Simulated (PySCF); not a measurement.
## Arsenic: a sound run and one with changed settings

Sound run: As [Ar] 3d10 4s2 4p3, As⁺ [Ar] 3d10 4s2 4p2. All numbers are calculated (PySCF 2.14, scalar relativity by spin-free X2C-1e, in cc-pVDZ-DK (5s4p2d, 27 functions)). The sound run starts from symmetry-adapted Hartree-Fock orbitals and uses a fine grid where one is needed.

Changed run: 26 angular points. This setting is unsound on purpose.

```json
{"species": "As", "method": "UHF", "sound run (hartree)": "-2258.91690", "changed run (hartree)": "-2258.91690", "converged": "yes"}
{"species": "As", "method": "M06-2X", "sound run (hartree)": "-2260.70707", "changed run (hartree)": "-2260.70707", "converged": "yes"}
{"species": "As", "method": "PBE", "sound run (hartree)": "-2260.30079", "changed run (hartree)": "-2260.30079", "converged": "yes"}
{"species": "As⁺", "method": "UHF", "sound run (hartree)": "-2258.57056", "changed run (hartree)": "-2258.57056", "converged": "yes"}
{"species": "As⁺", "method": "M06-2X", "sound run (hartree)": "-2260.34711", "changed run (hartree)": "-2260.34665", "converged": "yes"}
{"species": "As⁺", "method": "PBE", "sound run (hartree)": "-2259.93859", "changed run (hartree)": "-2259.93863", "converged": "yes"}
```

Ionisation energy of As:

| method | sound run (eV) | changed run (eV) |
| --- | --- | --- |
| UHF | 9.425 | 9.425 |
| M06-2X | 9.795 | 9.808 |
| PBE | 9.856 | 9.855 |

A coarse angular grid integrates products of high-l functions wrongly, so density functionals can shift, and the SCF can exploit the error; Hartree-Fock and MP2 need no grid.

For comparison, NIST gives 9.789 eV between the lowest levels.
